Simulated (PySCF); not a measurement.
Compound: cyclo-(F2SiO)2.
Bonds: Si1–F2, Si1–F3, Si1–O4, Si1–O8, O4–Si5, Si5–F6, Si5–F7, Si5–O8.

Method used: PySCF, PBE0-D3(BJ)/def2-SVP geometry optimisation, gas phase.

Task: List the bond lengths, angles and torsions at this level.

Result: 
```tsv
bond	length (pm)
Si1–F2 and 3 like bonds	158.8
Si1–O4 and 3 like bonds	167.4
```

Bonds in one row agree within 1 pm and their mean is given. A selection of angles:
```tsv
angle	degrees
F2–Si1–F3	107.1
F2–Si1–O4	114.7
O4–Si1–O8	90.4
Si1–O4–Si5	89.6
```

Dihedral angles: F2–Si1–O4–Si5 118° (anticlinal); F2–Si1–O8–Si5 -118° (anticlinal); Si1–O4–Si5–F6 -118° (anticlinal); O4–Si5–O8–Si1 0° (synperiplanar).

O4 (oxygen bonded to 2 Si) is bent (angle 89.6°). All 4 O–Si bonds measure 1.674 Å. All 4 F–Si bonds measure 1.588 Å. Si1 (silicon bonded to 2 F and 2 O) has angles from 90.4° to 114.8°.

Point group: D2h (tolerance 0.08 Å). Stationary, but not proved a minimum. One conformer, not necessarily the lowest.
